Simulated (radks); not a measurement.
Question: Sn4+, configuration [Kr] 4d10. Calculated with a radial shooting solver on a logarithmic mesh with Libxc functionals: Dirac Kohn-Sham, LDA (Slater exchange, Perdew-Wang correlation), spin-unpolarised, spherical densities, point nucleus. Some entries of the table are withheld. Estimate them.

| orbital | occ. | eigenvalue (eV) | <r^2> (bohr^2) | r(max) (bohr) |
|---|---|---|---|---|
| 1s1/2 | 2 | -29004.50 | 0.001145 | 0.01879 |
| 2s1/2 | 2 | -4414.620 | 0.01854 | 0.1063 |
| 2p1/2 | 2 | -4128.741 | 0.01377 | 0.08180 |
| 2p3/2 | 4 | -3898.417 | 0.01508 | 0.08633 |
| 3s1/2 | 2 | (1) | 0.1320 | 0.3081 |
| 3p1/2 | 2 | -769.6558 | 0.1268 | 0.2943 |
| 3p3/2 | 4 | -727.6034 | 0.1354 | 0.3046 |
| 3d3/2 | 4 | -521.2079 | 0.1162 | 0.2491 |
| 3d5/2 | 6 | -512.5179 | 0.1187 | 0.2520 |
| 4s1/2 | 2 | -176.1292 | 0.7567 | 0.7451 |
| 4p1/2 | 2 | -137.3265 | 0.8514 | (2) |
| 4p3/2 | 4 | -129.6431 | 0.9107 | (3) |
| 4d3/2 | 4 | -68.5396 | 1.328 | 0.8783 |
| 4d5/2 | 6 | -67.4513 | 1.359 | 0.8879 |
| 5s1/2 | 0 | -46.6614 | 4.537 | 1.838 |
| 5p1/2 | 0 | -37.1723 | (4) | 2.048 |
| 5p3/2 | 0 | -36.0705 | (5) | 2.109 |

Answer: 
(1) 3s1/2 eigenvalue (eV): -885.9714
(2) 4p1/2 r(max) (bohr): 0.7706
(3) 4p3/2 r(max) (bohr): 0.7956
(4) 5p1/2 <r^2> (bohr^2): 5.731
(5) 5p3/2 <r^2> (bohr^2): 6.041
